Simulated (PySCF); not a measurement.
**Electron correlation in B (boron, neutral)**

[He] 2s2 2p1, 2P determinant. All numbers are calculated (PySCF 2.14, scalar relativity by spin-free X2C-1e, in jorge-DZP-DKH). Frozen: 1s2; 3 electrons correlated.

MP2 pair energies summed by pair of shells (mhartree):

```
 pair  energy  share (%)
2s-2s  -22.47       60.4
2s-2p  -14.72       39.6
```

Total MP2 correlation energy: -37.19 mhartree.

Same-spin part -2.48 and opposite-spin part -34.71 mhartree; SCS-MP2 scales them by 1/3 and 6/5 to -42.48 mhartree.

```tsv
level	correlation energy (mhartree)
CCSD	-59.17
(T)	-0.78
CCSD(T)	-59.95
```

Diagnostics: T1 = 0.011, D1 = 0.0205, largest double amplitude 0.124.

Cost of the coupled-cluster step: 0.09 s of wall time on 1 thread of Neoverse-V1 (shared host), for 3 correlated electrons.

Iterations:

```
CC2 = 0
CCSD nocc = (np.int64(2), np.int64(1)), nmo = (14, 14)
frozen orbitals [[0], [0]]
max_cycle = 100
direct = 0
conv_tol = 1e-08
conv_tol_normt = 1e-06
diis_space = 8
diis_start_cycle = 0
Init t2, MP2 energy = -0.0371931626528317
Init E_corr(UCCSD) = -0.0371931626544736
cycle = 1  E_corr(UCCSD) = -0.0499220686891678  dE = -0.012728906  norm(t1,t2) = 0.0616719
cycle = 2  E_corr(UCCSD) = -0.0548439839396342  dE = -0.00492191525  norm(t1,t2) = 0.0296909
cycle = 3  E_corr(UCCSD) = -0.0592058107321687  dE = -0.00436182679  norm(t1,t2) = 0.0155254
cycle = 4  E_corr(UCCSD) = -0.0591465287078046  dE = 5.92820244e-05  norm(t1,t2) = 0.00180531
cycle = 5  E_corr(UCCSD) = -0.059187548013434  dE = -4.10193056e-05  norm(t1,t2) = 0.000257732
cycle = 6  E_corr(UCCSD) = -0.059166905216126  dE = 2.06427973e-05  norm(t1,t2) = 6.40358e-05
cycle = 7  E_corr(UCCSD) = -0.0591744730411485  dE = -7.56782502e-06  norm(t1,t2) = 2.39805e-05
cycle = 8  E_corr(UCCSD) = -0.0591735173748147  dE = 9.55666334e-07  norm(t1,t2) = 4.83729e-06
cycle = 9  E_corr(UCCSD) = -0.0591734486451017  dE = 6.8729713e-08  norm(t1,t2) = 6.96691e-07
cycle = 10  E_corr(UCCSD) = -0.0591734464851029  dE = 2.15999878e-09  norm(t1,t2) = 1.26317e-07
UCCSD converged
E(UCCSD) = -24.59611535673196  E_corr = -0.05917344648510291
UCCSD(T) correction = -0.000775643903320682
```
